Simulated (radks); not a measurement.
The table gives one normalised radial function P(r) = r R(r) of H- in [He] (r in bohr). All-electron calculation, non-relativistic Kohn-Sham, PBEsol, spin-unpolarised, spherical densities, point nucleus; Watson sphere of charge +1 and radius 1.84 bohr. Program: a radial shooting solver on a logarithmic mesh with Libxc functionals.

| r | P |
|---|---|
| 0.06335 | 0.0994 |
| 0.06862 | 0.1071 |
| 0.07434 | 0.1154 |
| 0.07989 | 0.1233 |
| 0.08654 | 0.1327 |
| 0.09375 | 0.1427 |
| 0.1016 | 0.1534 |
| 0.1091 | 0.1636 |
| 0.1182 | 0.1757 |
| 0.1281 | 0.1884 |
| 0.1387 | 0.2020 |
| 0.1491 | 0.2149 |
| 0.1615 | 0.2299 |
| 0.175 | 0.2458 |
| 0.1895 | 0.2625 |
| 0.2037 | 0.2782 |
| 0.2207 | 0.2964 |
| 0.239 | 0.3154 |
| 0.259 | 0.3351 |
| 0.2783 | 0.3534 |
| 0.3015 | 0.3744 |
| 0.3266 | 0.3959 |
| 0.3538 | 0.4178 |
| 0.3802 | 0.4379 |
| 0.4118 | 0.4603 |
| 0.4461 | 0.4829 |
| 0.4833 | 0.5052 |
| 0.5194 | 0.5251 |
| 0.5626 | 0.5466 |
| 0.6095 | 0.5674 |
| 0.6603 | 0.5872 |
| 0.7096 | 0.6039 |
| 0.7686 | 0.6209 |
| 0.8327 | 0.6360 |
| 0.902 | 0.6490 |
| 0.9694 | 0.6586 |
| 1.05 | 0.6666 |
| 1.138 | 0.6714 |
| 1.232 | 0.6728 |
| 1.324 | 0.6707 |
| 1.435 | 0.6644 |
| 1.554 | 0.6534 |
| 1.684 | 0.6372 |
| 1.809 | 0.6177 |
| 1.96 | 0.5902 |
| 2.123 | 0.5566 |
| 2.3 | 0.5178 |
| 2.472 | 0.4793 |
| 2.677 | 0.4335 |
| 2.9 | 0.3859 |
| 3.142 | 0.3377 |
| 3.377 | 0.2951 |
| 3.658 | 0.2496 |
| 3.963 | 0.2071 |
| 4.293 | 0.1683 |
| 4.613 | 0.1371 |
| 4.997 | 0.1067 |
| 5.413 | 0.0809 |
| 5.864 | 0.0597 |
| 6.302 | 0.0442 |
| 6.827 | 0.0307 |

Which n and l does it have? It may be an empty orbital.

Answer. n = 1, l = 0: the number of nodes gives n - l - 1 = 0, the rise at small r (about r^(l+1)) gives l, and the extent must fit the shell. The curve is that of 1s. 1s: eigenvalue -7.132 eV, 0 radial nodes, <r> = 1.75 bohr, 90 % of the charge inside 3.09 bohr.
